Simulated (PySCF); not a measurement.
An unknown is described by computed data only.

Formula: C4H7F3P2Si.

* 1H NMR: chemical shifts (computed TMS as zero) by class: 6.39 (1 H), 2.29 (1 H), 1.80 (1 H), 1.68 (2 H), 1.43 (2 H) ppm [GIAO PBE0/pcSseg-1]
* 13C NMR: chemical shifts (computed TMS as zero) by class: 123.1 (1 C), 82.9 (1 C), 78.8 (1 C), 36.6 (1 C) ppm [GIAO PBE0/pcSseg-1]
* NMR, other nuclei: isotropic shieldings of nuclei other than C and H, by class: 288 (1 F), 293 (1 F), 352 (1 F), 293 (1 Si), 561 (1 P), 574 (1 P) ppm [GIAO PBE0/pcSseg-1]
* Rotational structure: rotational constants A, B, C: 0.881, 0.757, 0.544 GHz [GFN2-xTB]
* Dipole: 2.41 D [PBE0/pcSseg-1]

Gas-phase values; electronic properties from PySCF, density fitting. Levels stand in brackets. The structure is a single GFN2-xTB conformer in the gas phase; no vibrational or solvent corrections. GFN2-xTB frequencies show an imaginary mode (22i cm⁻¹), so this geometry is no minimum at that level. NMR classes are plain means over equivalent atoms (diastereotopic ones count apart unless rotation or inversion swaps them), as if these changed places fast.

Question: Propose a structure and show how it fits.

Answer: Numbering: `[CH:1]#[C:2][C@@H:3]([CH:4]([F:5])[F:6])[Si:7]([F:8])([PH2:9])[PH2:10]`. 4 carbons fall into 4 classes; from least to most shielded: CHF2 carbon [C4] (123.1 ppm), terminal alkyne carbon [C1] (82.9 ppm), alkyne carbon [C2] (78.8 ppm), sp3 carbon bound to silicon [C3] (36.6 ppm). Hydrogen classes from least to most shielded: 1 H on a CHF2 carbon, C4 (6.39 ppm), 1 H on an sp3 carbon bound to silicon, C3 (2.29 ppm), 1 H on a terminal alkyne carbon, C1 (1.80 ppm), 2 H on a three-coordinate phosphorus, P10 (1.68 ppm), 2 H on a three-coordinate phosphorus, P9 (1.43 ppm). The other shieldings belong to: 288 ppm, fluorine of a CF2 group [F6]; 293 ppm, fluorine of a CF2 group [F5]; 352 ppm, silicon-bound fluorine [F8]; 293 ppm, fluorine-bound silicon [Si7]; 561 ppm, three-coordinate phosphorus [P10]; 574 ppm, three-coordinate phosphorus [P9]. The optimised geometry has point group C1 and is an asymmetric top. Structure: `C#C[C@@H](C(F)F)[Si](F)(P)P`. The assignments are read from this structure; whether some other isomer fits the data as well wasn't checked. The mirror image fits equally.

Shape of the structure used: `[CH:1]#[C:2][C@@H:3]([CH:4]([F:5])[F:6])[Si:7]([F:8])([PH2:9])[PH2:10]`: C2–C3–C4–F5 72°, C2–C3–Si7–F8 -22°, H–P9–Si7–C3 91°, H–P9–Si7–C3 -176°, H–P10–Si7–C3 -70°, H–P10–Si7–C3 -162°.
